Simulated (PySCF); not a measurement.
**SbSF, singlet: computed properties**

These are results of PySCF, PBE0, basis Sb def2-TZVP with ECP28, S def2-TZVP, F def2-TZVP (scalar-relativistic core potentials, no spin–orbit coupling, density fitting), not measurements.

The structure is a minimum.

```xyz
3
charge 0 multiplicity 1, angstrom
Sb    0.1570    0.0000   -0.3782
S    -1.5836    0.0000    0.9506
F     1.6625    0.0000    0.8197
```

```
Point group                                                                   : Cs
Bond lengths                                                                  : Sb–F 1.924 Å, Sb–S 2.190 Å
Bond angles                                                                   : F–Sb–S 104.1°
Entropy at 298.15 K and 1 bar                                                 : 294.2 J/(mol K)
Heat capacity Cp at 298.15 K                                                  : 50.4 J/(mol K)
Rotational symmetry number                                                    : 1
Zero-point energy                                                             : 7.8 kJ/mol
Atomisation energy without zero-point energy                                  : 773 kJ/mol
Highest occupied level                                                        : -7.62 eV
Lowest empty level                                                            : -3.67 eV
Rotational constants                                                          : 0.3443, 0.1157, 0.08662 cm⁻¹
Principal polarisabilities                                                    : 36.7, 43.5, 78.1 bohr³
Dipole moment                                                                 : 3.07 D
Enthalpy at 298.15 K above 0 K                                                : 12.41 kJ/mol
Principal quadrupole moments (Buckingham, traceless) about the centre of mass : -7.07, 1.16, 5.91 D Å
```

Harmonic modes (masses in u: Sb 120.904, S 31.972, F 18.998):
```tsv
symmetry	ω (cm⁻¹)	IR (km/mol)	type
a'	189	7.6	bend
a'	519	38.1	stretch
a'	596	108	stretch
```

Charges (e):
```csv
atom,Mulliken,Löwdin,polar tensor,Mayer order to Sb1
Sb1,0.86,0.37,1.08,–
S2,-0.41,-0.07,-0.45,2.16
F3,-0.45,-0.30,-0.64,0.82
```

Mulliken populations on Sb1 (electrons outside its core potential): s 3.86, p 7.97, d 10.24, f 0.08.

Outer orbital energies (eV). occupied: -20.04, -15.26, -11.71, -11.64, -11.62, -8.62, -8.30, -7.62; empty: -3.67, -1.27, -0.04, 2.93.

Counting electrons, antimony keeps 2 of its valence electrons outside its bonds, so the VSEPR class is AX2E1 and the expected shape is bent; with unlike ligands the computed point group is Cs.

Other isomers or separated fragments may lie lower.

The final relaxation and frequency run took 63 s on 2 threads of a shared Intel Xeon Platinum 8259CL @ 2.50GHz (Skylake/Cascade Lake) host, with 118 basis functions and 14 gradients; the process peaked at 1 GiB. Launch command: `OMP_NUM_THREADS=2 python axn.py task.json out`.
